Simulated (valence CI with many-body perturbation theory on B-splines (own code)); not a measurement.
From CI to CI+MBPT in Ti IX

Calculated by valence CI with perturbative core correlation (CI+MBPT): four valence electrons over a frozen Dirac-Fock core [Ne], radial functions for each j: 11 s, 11 p, 9 d, 7 f, 5 g, 2 h, 1 i, with the one-electron correlation potential Σ1 (screened to all orders), the two-electron term Σ2, the three-electron term Σ3, Breit, model QED; selected single and double excitations, second order for the rest, scaled by the run's own slope (own B-spline code, finite nucleus).

No measured levels were compared; by estimate levels of excited configurations hold to 0.05 to 0.15 % of their energy, terms of the ground configuration to about 0.5 %.

Each rung adds one term. CI alone is the Dirac-Coulomb CI over the frozen core; QED comes last and gives the full result, which names the levels. Energies are above 3s2 3p2 3P_0 on the same rung, in cm⁻¹.

Names give the largest LS component (configuration and term), which can be under half, so a name can repeat, a term be missing and a line seem to break the LS rules; names also repeat where a configuration has a term twice. Letters in brackets count levels of one name in rising energy.

```csv
Level,CI alone,+ Σ1,+ Σ2,+ Σ3,+ Breit,Full
3s2 3p2 3P_1,3166,3202,3218,3222,3106,3115
3s2 3p2 3P_2,7436,7509,7532,7534,7272,7290
3s2 3p2 1D_2,29040,29152,28957,28882,28628,28646
3s2 3p2 1S_0,62010,62158,61704,61501,61272,61285
3s 3p3 5S°_2,144316,144028,145263,145464,145330,145083
3s 3p3 3D°_1,200181,199976,200433,200555,200410,200188
3s 3p3 3D°_2,200285,200081,200532,200654,200497,200274
3s 3p3 3D°_3,201061,200870,201323,201447,201200,200980
3s 3p3 3P°_0,231162,231012,230971,230976,230817,230595
3s 3p3 3P°_1,231323,231177,231138,231145,230944,230723
3s 3p3 3P°_2,231435,231292,231259,231270,231048,230829
3s 3p3 1D°_2,255032,254901,254420,254517,254154,254014
3s 3p3 3S°_1,304857,304763,300783,300685,300579,300314
3s2 3p 3d 3F°_2,309568,309432,308935,308710,308301,308306
3s2 3p 3d 3F°_3,312268,312171,311679,311455,310916,310928
3s 3p3 1P°_1,315027,315020,312108,311944,311660,311441
3s2 3p 3d 3F°_4,316083,316038,315555,315333,314627,314651
3s2 3p 3d 3P°_2 [a],356639,356571,353607,353173,352797,352738
3s2 3p 3d 3P°_1,360299,360256,357735,357281,356795,356781
3s2 3p 3d 3P°_2 [b],362021,362000,358769,358347,357818,357757
3s2 3p 3d 3P°_0,361858,361830,359385,358938,358424,358417
3s2 3p 3d 3D°_1,368710,368638,365418,364930,364457,364440
3s2 3p 3d 3D°_2,369960,369909,366687,366199,365654,365641
3s2 3p 3d 3D°_3,370522,370483,367218,366726,366121,366109
3s2 3p 3d 1F°_3,406309,406338,403262,402504,401895,401911
3s2 3p 3d 1P°_1,416420,416481,413493,412651,412125,412109
3p4 3P_2,429946,429496,429213,429397,429235,428818
3p4 3P_1,434626,434226,433997,434178,433859,433458
3p4 3P_0,436190,435803,435574,435753,435401,435003
3p4 1D_2,443532,443150,442933,443141,442847,442430
3s 3p2 3d 5F_1,451917,451430,452053,452033,451732,451478
```

(1) How does the ionisation energy move along the ladder, and which term matters most?

## Answers

(1) CI alone 192.12, + Σ1 192.65, + Σ2 192.49, + Σ3 192.41, + Breit 192.36, + QED 192.37 eV. The largest step is Σ1, 0.52 eV. NIST lists 192.1 ± 0.4 eV (semi-empirical).
